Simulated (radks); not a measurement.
The numbers below are computed, except where a source is named.
Cu+, configuration [Ar] 3d10. Level of theory: non-relativistic Kohn-Sham, LB94 model potential, spin-polarised, spherical densities, point nucleus (a radial shooting solver on a logarithmic mesh with Libxc functionals).

Normalised radial functions P(r) = r R(r), r in bohr:

r             2p       4s
0.002957  0.0060   0.0273
0.003388  0.0079   0.0309
0.003851  0.0101   0.0346
0.004412  0.0131   0.0390
0.005054  0.0171   0.0438
0.005791  0.0222   0.0491
0.006581  0.0283   0.0545
0.00754   0.0366   0.0606
0.008639  0.0473   0.0671
0.009897  0.0610   0.0739
0.01125   0.0773   0.0805
0.01289   0.0991   0.0875
0.01476   0.1266   0.0943
0.01692   0.1612   0.1006
0.01923   0.2015   0.1056
0.02203   0.2542   0.1097
0.02524   0.3188   0.1118
0.02891   0.3974   0.1112
0.03286   0.4857   0.1076
0.03765   0.5963   0.0997
0.04313   0.7252   0.0870
0.04941   0.8728   0.0688
0.05616   1.0276   0.0462
0.06434   1.2063   0.0166
0.07372   1.3947  -0.0183
0.08446   1.5850  -0.0571
0.09599   1.7567  -0.0950
0.11      1.9191  -0.1336
0.126     2.0467  -0.1663
0.1444    2.1246  -0.1882
0.1641    2.1406  -0.1942
0.188     2.0875  -0.1807
0.2153    1.9591  -0.1439
0.2467    1.7606  -0.0834
0.2804    1.5224  -0.0081
0.3213    1.2363   0.0841
0.3681    0.9434   0.1771
0.4217    0.6716   0.2568
0.4793    0.4547   0.3068
0.5491    0.2765   0.3220
0.6291    0.1528   0.2907
0.7207    0.0759   0.2120
0.8191    0.0352   0.0996
0.9385    0.0137  -0.0495
1.075     0.0046  -0.2141
1.232     0.0013  -0.3770
1.4       0.0003  -0.5134
1.604     0.0001  -0.6258
1.838     0.0000  -0.6937
2.105     0.0000  -0.7112
2.393     0.0000  -0.6820
2.741     0.0000  -0.6089
3.141     0.0000  -0.5052
3.598     0.0000  -0.3873
4.09      0.0000  -0.2787
4.686     0.0000  -0.1791
5.368     0.0000  -0.1035
6.15      0.0000  -0.0531
6.99      0.0000  -0.0251
8.008     0.0000  -0.0098

2p: eigenvalue -944.04 eV, 0 radial nodes, <r> = 0.207 bohr, 90 % of the charge inside 0.337 bohr. 4s (empty): eigenvalue -17.922 eV, 3 radial nodes at r = 0.0688, 0.284, 0.899 bohr, <r> = 2.43 bohr, 90 % of the charge inside 3.63 bohr.
